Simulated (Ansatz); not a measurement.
`FC1=C(Cl)[SiH2]1` + H–F → `FC1=C(F)[SiH2]1` + HCl at 500 K and 1 bar (substitution at a C–Cl bond).

Program: Ansatz. Geometries: PBE0-D4/def2-TZVP. ΔE: electronic, gas phase. CCSD(T)/CBS adds triple-zeta CCSD(T) − MP2 to the extrapolated MP2 energy (def2 sets, frozen cores). This one scheme is used for every species.

```json
{"species": "`FC1=C(Cl)[SiH2]1`", "CCSD(T)/CBS energy (Eh)": "-925.86117", "H − E (kJ/mol)": "119.2", "S (J/(mol·K))": "368.6"}
{"species": "H–F", "CCSD(T)/CBS energy (Eh)": "-100.39570", "H − E (kJ/mol)": "39.4", "S (J/(mol·K))": "188.7"}
{"species": "`FC1=C(F)[SiH2]1`", "CCSD(T)/CBS energy (Eh)": "-565.85926", "H − E (kJ/mol)": "121.4", "S (J/(mol·K))": "349.1"}
{"species": "HCl", "CCSD(T)/CBS energy (Eh)": "-460.38127", "H − E (kJ/mol)": "32.5", "S (J/(mol·K))": "201.9"}
```

H − E and S are ideal-gas, rigid-rotor, harmonic terms from PBE0-D4/def2-TZVP. 1 Eh = 2625.50 kJ/mol, R = 8.31446 J/(mol·K).

By hand: ΔE, ΔH, ΔS and ΔG.

ΔE = (-565.85926) + (-460.38127) − (-925.86117) − (-100.39570) = 0.01634 Eh = 42.9 kJ/mol. Δ(H − E) = 121.4 + 32.5 − 119.2 − 39.4 = -4.7, so ΔH = 38.2 kJ/mol. ΔS = 349.1 + 201.9 − 368.6 − 188.7 = -6.3 J/(mol·K). ΔG = 38.2 − 500 × (-6.3)/1000 = 41.4 kJ/mol.

By hand: the equilibrium constant, and the temperature at which ΔG would vanish if ΔH and ΔS stayed fixed.

log₁₀ K = −ΔG/(RT ln 10) = -4.3. ΔH and −TΔS have one sign here, so there is no such temperature.

The number of gas molecules stays the same, so ΔS is small and ΔH decides. A doubt of 5 kJ/mol in ΔE shifts log₁₀ K by 0.5 here. These are equilibria of isolated gas molecules and say nothing of rates. Largest T1 diagnostic: 0.014 (customary marks: 0.02 for closed shells, 0.045 for open ones).
